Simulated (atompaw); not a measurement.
# oxygen: PAW (atompaw) pseudisation with PBE, scalar-relativistic reference atom.

* Element: oxygen
* Generator: atompaw 4.2.0.5
* Type: PAW
* Functional: PBE
* Relativity: scalar-relativistic
* Frozen core: [He]
* Valence charge: 6
* Reference configuration: 2s2 2p4
* Partial waves: 2s (bound); 2s channel at 0.65 Ry; 2p (bound); 2p channel at -0.1 Ry; 3d channel at 0.35 Ry; 3d channel at 2.7 Ry
* Local potential: troulliermartins scheme with l = 3 at 1 Ry, radius 1.35 bohr
* Core correction: smooth core density matched at 1.80 bohr
* Augmentation charge: besselshape compensation charge, radius 1.40 bohr; PAW radius 1.90 bohr; waves and projectors: bloechl

All-electron outer shells of the reference configuration (PBE, scalar-relativistic, ld1.x):

```tsv
shell	level (eV)	outermost node (bohr)	outermost maximum (bohr)
1s	-514.70	–	0.13
2s	-23.96	0.28	0.87
2p	-9.03	–	0.82
```

Does the generator finish with these settings?

Yes, a potential is produced.

Estimate the cutoffs (Ry, on a coarse ladder) from which the occupation-weighted sum of valence levels, in a spherical-Bessel basis at the reference potential, stays within 10 and 1 mRy of its value at 400 Ry.

35 Ry and 70 Ry.

What does a ghost test show?

No extra level below or beside the all-electron valence levels (s, p, d, f tested).

Is the overlap operator S = 1 + Σ q|β⟩⟨β| positive definite (Bessel basis up to 400 Ry)?

Barely: its lowest eigenvalue is 0.024 (p channel).
